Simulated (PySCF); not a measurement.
C2H3O2, charge -1, singlet, at a GFN2-xTB geometry; TPSS/STO-3G (PySCF).

Here is a job for PySCF.
```python
from pyscf import gto, scf, dft

mol = gto.Mole()
mol.atom = '''
    C    -0.162288    0.148188    0.003053
    O     0.177809    1.339843    0.013128
    O    -1.303649   -0.335301    0.007791
    C     1.020073   -0.907714   -0.018927
    H     1.983641   -0.400147   -0.021837
    H     0.945963   -1.549212    0.858942
    H     0.930409   -1.529823   -0.909212
'''
mol.basis = 'sto-3g'
mol.charge = -1
mol.spin = 0
mol.verbose = 4
mol.symmetry = True
mol.build()

mf = dft.RKS(mol)
mf.xc = 'tpss'
mf.irrep_nelec = {"A'": 24, 'A"': 8}
mf.kernel()
mf.analyze()
```

Problem. Write the output that PySCF gives for this input, abridged.

Solution. 
```
PySCF version 2.14.0

[INPUT] verbose = 4
[INPUT] num. atoms = 7
[INPUT] num. electrons = 32
[INPUT] charge = -1
[INPUT] spin (= nelec alpha-beta = 2S) = 0
[INPUT] symmetry True subgroup None
[INPUT] Mole.unit = angstrom
[INPUT] Symbol           X                Y                Z      unit          X                Y                Z       unit  Magmom
[...]
nuclear repulsion = 112.141992123288
point group symmetry = Cs
symmetry origin: [ 1.82876722e-07 -1.21917815e-07  6.09589072e-08]
symmetry axis x: [0.67509476 0.73772789 0.00215105]
symmetry axis y: [ 0.73767859 -0.67500914 -0.01389106]
symmetry axis z: [ 0.00879585 -0.01096456  0.9999012 ]
num. orbitals of irrep A' = 18
num. orbitals of irrep A" = 5
number of shells = 15
number of NR pGTOs = 69
number of NR cGTOs = 23
basis = sto-3g
ecp = {}

******** <class 'pyscf.dft.rks_symm.SymAdaptedRKS'> ********
method = SymAdaptedRKS
initial guess = minao
damping factor = 0
level_shift factor = 0
DIIS = <class 'pyscf.scf.diis.CDIIS'>
diis_start_cycle = 1
diis_space = 8
diis_damp = 0
SCF conv_tol = 1e-09
SCF conv_tol_grad = None
SCF max_cycles = 50
direct_scf = True
direct_scf_tol = 1e-13
XC library pyscf.dft.libxc version 7.1.2
    S. Lehtola, C. Steigemann, M. J. T. Oliveira, and M. A. L. Marques,  SoftwareX 7, 1–5 (2018)
XC functionals = tpss
    J. Tao, J. P. Perdew, V. N. Staroverov, and G. E. Scuseria,  Phys. Rev. Lett. 91, 146401 (2003)
    J. P. Perdew, J. Tao, V. N. Staroverov, and G. E. Scuseria,  J. Chem. Phys. 120, 6898 (2004)
    J. Tao, J. P. Perdew, V. N. Staroverov, and G. E. Scuseria,  Phys. Rev. Lett. 91, 146401 (2003)
    J. P. Perdew, J. Tao, V. N. Staroverov, and G. E. Scuseria,  J. Chem. Phys. 120, 6898 (2004)
radial grids:
    Treutler-Ahlrichs [JCP 102, 346 (1995); DOI:10.1063/1.469408] (M4) radial grids

becke partition: Becke, JCP 88, 2547 (1988); DOI:10.1063/1.454033
pruning grids: <function nwchem_prune>
grids dens level: 3
symmetrized grids: True
atomic radii adjust function: <function treutler_atomic_radii_adjust>
small_rho_cutoff = 0
Freeze 32 electrons in irreps ["A'", 'A"']
    0 free electrons in irreps
Set gradient conv threshold to 3.16228e-05
Initial guess from minao.
tot grids = 85824
init E= -225.947402593031
HOMO (A") = 0.00926482440013326  LUMO (A') = -0.27311976787596  gap/eV = -7.68408

WARN: A' LUMO -0.27311976787596 < system HOMO 0.00926482440013326

WARN: A" HOMO 0.00926482440013326 > system LUMO -0.27311976787596

cycle= 1 E= -224.681512471901  delta_E= 1.27  |g|= 0.492  |ddm|= 4.06
HOMO (A") = 0.509391667760134  LUMO (A') = 0.405996490599387  gap/eV = -2.81353

WARN: A' LUMO 0.405996490599387 < system HOMO 0.509391667760134

WARN: A" HOMO 0.509391667760134 > system LUMO 0.405996490599387

cycle= 2 E= -223.189875209558  delta_E= 1.49  |g|= 1.75  |ddm|= 6.25
HOMO (A") = 0.53757439939348  LUMO (A') = 0.300419823869687  gap/eV = -6.45330

WARN: A' LUMO 0.300419823869687 < system HOMO 0.53757439939348

WARN: A" HOMO 0.53757439939348 > system LUMO 0.300419823869687

cycle= 3 E= -224.674881730891  delta_E= -1.49  |g|= 0.602  |ddm|= 4.14
HOMO (A") = 0.546690684512709  LUMO (A') = 0.292806983916939  gap/eV = -6.90853

WARN: A' LUMO 0.292806983916939 < system HOMO 0.546690684512709

WARN: A" HOMO 0.546690684512709 > system LUMO 0.292806983916939

cycle= 4 E= -224.309661370998  delta_E= 0.365  |g|= 0.953  |ddm|= 2.23
HOMO (A") = 0.537950870832949  LUMO (A') = 0.25570544087475  gap/eV = -7.68029

WARN: A' LUMO 0.25570544087475 < system HOMO 0.537950870832949

WARN: A" HOMO 0.537950870832949 > system LUMO 0.25570544087475

cycle= 5 E= -224.485345038853  delta_E= -0.176  |g|= 0.783  |ddm|= 2.96
HOMO (A") = 0.535104479522871  LUMO (A') = 0.249142691435595  gap/eV = -7.78142

WARN: A' LUMO 0.249142691435595 < system HOMO 0.535104479522871

WARN: A" HOMO 0.535104479522871 > system LUMO 0.249142691435595

cycle= 6 E= -224.559713995147  delta_E= -0.0744  |g|= 0.72  |ddm|= 0.356
HOMO (A") = 0.536858149951089  LUMO (A') = 0.249284889842104  gap/eV = -7.82527

WARN: A' LUMO 0.249284889842104 < system HOMO 0.536858149951089

WARN: A" HOMO 0.536858149951089 > system LUMO 0.249284889842104

cycle= 7 E= -224.650001361653  delta_E= -0.0903  |g|= 0.626  |ddm|= 0.573
HOMO (A") = 0.537669726621007  LUMO (A') = 0.24944395218081  gap/eV = -7.84302

WARN: A' LUMO 0.24944395218081 < system HOMO 0.537669726621007

WARN: A" HOMO 0.537669726621007 > system LUMO 0.24944395218081

cycle= 8 E= -224.665232694428  delta_E= -0.0152  |g|= 0.603  |ddm|= 0.113
HOMO (A") = 0.528651340573998  LUMO (A') = 0.23507983502112  gap/eV = -7.98849

WARN: A' LUMO 0.23507983502112 < system HOMO 0.528651340573998

WARN: A" HOMO 0.528651340573998 > system LUMO 0.23507983502112

cycle= 9 E= -224.518219245527  delta_E= 0.147  |g|= 0.709  |ddm|= 2.79
HOMO (A") = 0.514330705223703  LUMO (A') = 0.210926014148954  gap/eV = -8.25606

WARN: A' LUMO 0.210926014148954 < system HOMO 0.514330705223703

WARN: A" HOMO 0.514330705223703 > system LUMO 0.210926014148954

cycle= 10 E= -224.757674845096  delta_E= -0.239  |g|= 0.395  |ddm|= 2.48
HOMO (A") = 0.504001233975716  LUMO (A') = 0.209397548570622  gap/eV = -8.01657

WARN: A' LUMO 0.209397548570622 < system HOMO 0.504001233975716

WARN: A" HOMO 0.504001233975716 > system LUMO 0.209397548570622

cycle= 11 E= -224.673042495319  delta_E= 0.0846  |g|= 0.57  |ddm|= 2.44
HOMO (A") = 0.515914238087368  LUMO (A') = 0.217042920804918  gap/eV = -8.13270

WARN: A' LUMO 0.217042920804918 < system HOMO 0.515914238087368

WARN: A" HOMO 0.515914238087368 > system LUMO 0.217042920804918

cycle= 12 E= -224.585544762687  delta_E= 0.0875  |g|= 0.645  |ddm|= 0.661
HOMO (A") = 0.516567335757903  LUMO (A') = 0.218364231656984  gap/eV = -8.11452

WARN: A' LUMO 0.218364231656984 < system HOMO 0.516567335757903

WARN: A" HOMO 0.516567335757903 > system LUMO 0.218364231656984

cycle= 13 E= -224.704243112427  delta_E= -0.119  |g|= 0.518  |ddm|= 0.824
HOMO (A") = 0.508581229772315  LUMO (A') = 0.206712393300685  gap/eV = -8.21427

[...]
HOMO (A") = 0.513468328493617  LUMO (A') = 0.218096325518296  gap/eV = -8.03748

WARN: A' LUMO 0.218096325518296 < system HOMO 0.513468328493617

WARN: A" HOMO 0.513468328493617 > system LUMO 0.218096325518296

cycle= 34 E= -224.669024996187  delta_E= 0.0331  |g|= 0.58  |ddm|= 0.204
HOMO (A") = 0.509881462766816  LUMO (A') = 0.206242338004228  gap/eV = -8.26244

WARN: A' LUMO 0.206242338004228 < system HOMO 0.509881462766816

WARN: A" HOMO 0.509881462766816 > system LUMO 0.206242338004228

cycle= 35 E= -224.793380363998  delta_E= -0.124  |g|= 0.283  |ddm|= 2.89
HOMO (A") = 0.508645586079916  LUMO (A') = 0.206180607067908  gap/eV = -8.23049

WARN: A' LUMO 0.206180607067908 < system HOMO 0.508645586079916

WARN: A" HOMO 0.508645586079916 > system LUMO 0.206180607067908

cycle= 36 E= -224.625260102243  delta_E= 0.168  |g|= 0.614  |ddm|= 2.41
HOMO (A") = 0.510536740656147  LUMO (A') = 0.20657068380177  gap/eV = -8.27134

WARN: A' LUMO 0.20657068380177 < system HOMO 0.510536740656147

WARN: A" HOMO 0.510536740656147 > system LUMO 0.20657068380177

cycle= 37 E= -224.775617483674  delta_E= -0.15  |g|= 0.342  |ddm|= 2.26
HOMO (A") = 0.512382685162461  LUMO (A') = 0.210142997217393  gap/eV = -8.22436

WARN: A' LUMO 0.210142997217393 < system HOMO 0.512382685162461

WARN: A" HOMO 0.512382685162461 > system LUMO 0.210142997217393

cycle= 38 E= -224.687924563999  delta_E= 0.0877  |g|= 0.521  |ddm|= 0.649
HOMO (A") = 0.510284121202871  LUMO (A') = 0.206131497883015  gap/eV = -8.27641

WARN: A' LUMO 0.206131497883015 < system HOMO 0.510284121202871

WARN: A" HOMO 0.510284121202871 > system LUMO 0.206131497883015

cycle= 39 E= -224.772199424439  delta_E= -0.0843  |g|= 0.356  |ddm|= 0.789
HOMO (A") = 0.512687397261748  LUMO (A') = 0.226713140407942  gap/eV = -7.78176

WARN: A' LUMO 0.226713140407942 < system HOMO 0.512687397261748

WARN: A" HOMO 0.512687397261748 > system LUMO 0.226713140407942

cycle= 40 E= -224.734173873399  delta_E= 0.038  |g|= 0.467  |ddm|= 3.02
HOMO (A") = 0.512946499530867  LUMO (A') = 0.228051224344655  gap/eV = -7.75240

WARN: A' LUMO 0.228051224344655 < system HOMO 0.512946499530867

WARN: A" HOMO 0.512946499530867 > system LUMO 0.228051224344655

cycle= 41 E= -224.735339344953  delta_E= -0.00117  |g|= 0.464  |ddm|= 0.0241
HOMO (A") = 0.517253121028658  LUMO (A') = 0.225825452156436  gap/eV = -7.93015

WARN: A' LUMO 0.225825452156436 < system HOMO 0.517253121028658

WARN: A" HOMO 0.517253121028658 > system LUMO 0.225825452156436

cycle= 42 E= -224.751177046452  delta_E= -0.0158  |g|= 0.42  |ddm|= 0.0994
HOMO (A") = 0.511828792478649  LUMO (A') = 0.213381646943482  gap/eV = -8.12116

WARN: A' LUMO 0.213381646943482 < system HOMO 0.511828792478649

WARN: A" HOMO 0.511828792478649 > system LUMO 0.213381646943482

cycle= 43 E= -224.640250286576  delta_E= 0.111  |g|= 0.61  |ddm|= 0.809
HOMO (A") = 0.512968888923176  LUMO (A') = 0.217744373204359  gap/eV = -8.03347

WARN: A' LUMO 0.217744373204359 < system HOMO 0.512968888923176

WARN: A" HOMO 0.512968888923176 > system LUMO 0.217744373204359

cycle= 44 E= -224.776150455496  delta_E= -0.136  |g|= 0.341  |ddm|= 0.896
HOMO (A") = 0.502758145514763  LUMO (A') = 0.199565741117135  gap/eV = -8.25029

WARN: A' LUMO 0.199565741117135 < system HOMO 0.502758145514763

WARN: A" HOMO 0.502758145514763 > system LUMO 0.199565741117135

cycle= 45 E= -224.660480124287  delta_E= 0.116  |g|= 0.566  |ddm|=    3
HOMO (A") = 0.503299827549015  LUMO (A') = 0.201375854301367  gap/eV = -8.21577

WARN: A' LUMO 0.201375854301367 < system HOMO 0.503299827549015

WARN: A" HOMO 0.503299827549015 > system LUMO 0.201375854301367

cycle= 46 E= -224.645584759084  delta_E= 0.0149  |g|= 0.59  |ddm|= 0.0578
HOMO (A") = 0.502401891057643  LUMO (A') = 0.199669003092178  gap/eV = -8.23778

WARN: A' LUMO 0.199669003092178 < system HOMO 0.502401891057643

WARN: A" HOMO 0.502401891057643 > system LUMO 0.199669003092178

cycle= 47 E= -224.654956770396  delta_E= -0.00937  |g|= 0.576  |ddm|= 0.0342
HOMO (A") = 0.502285905723441  LUMO (A') = 0.199251339462673  gap/eV = -8.24599

WARN: A' LUMO 0.199251339462673 < system HOMO 0.502285905723441

WARN: A" HOMO 0.502285905723441 > system LUMO 0.199251339462673

cycle= 48 E= -224.657273850493  delta_E= -0.00232  |g|= 0.57  |ddm|= 0.0402
HOMO (A") = 0.506575641700091  LUMO (A') = 0.203994220680765  gap/eV = -8.23366

WARN: A' LUMO 0.203994220680765 < system HOMO 0.506575641700091

WARN: A" HOMO 0.506575641700091 > system LUMO 0.203994220680765

cycle= 49 E= -224.668733692463  delta_E= -0.0115  |g|= 0.563  |ddm|= 0.117
HOMO (A") = 0.522996744920976  LUMO (A') = 0.207725478494023  gap/eV = -8.57897

WARN: A' LUMO 0.207725478494023 < system HOMO 0.522996744920976

WARN: A" HOMO 0.522996744920976 > system LUMO 0.207725478494023

cycle= 50 E= -224.67562536922  delta_E= -0.00689  |g|= 0.563  |ddm|= 0.199
SCF not converged.
SCF energy = -224.67562536922
**** SCF Summaries ****
Total Energy =                        -224.675625369219802
Nuclear Repulsion Energy =             112.141992123288219
One-electron Energy =                 -541.779691262129177
Two-electron Energy =                  204.962073769621128
Two-electron Coulomb Energy =          234.949630908614267
DFT Exchange-Correlation Energy =      -29.987557138993129
HOMO-LUMO gap [eV] =                    -8.578968131758073
Wave-function symmetry = A'
occupancy for each irrep:     A'   A"
                              12    4
**** MO energy ****
[...]
 ** Mulliken pop on meta-lowdin orthogonal AOs  **
 ** Mulliken pop  **
[...]
 ** Mulliken atomic charges  **
charge of    0C =     -0.28658
charge of    1O =     -0.01143
charge of    2O =     -0.80657
charge of    3C =      0.25723
charge of    4H =     -0.01891
charge of    5H =     -0.06687
charge of    6H =     -0.06687

WARN: System has nonzero charge -1; the dipole moment is origin-dependent.
Location of origin: [0. 0. 0.]

Dipole moment(X, Y, Z, Debye):  5.81655,  0.73638, -0.04309
```

Convergence was not reached.
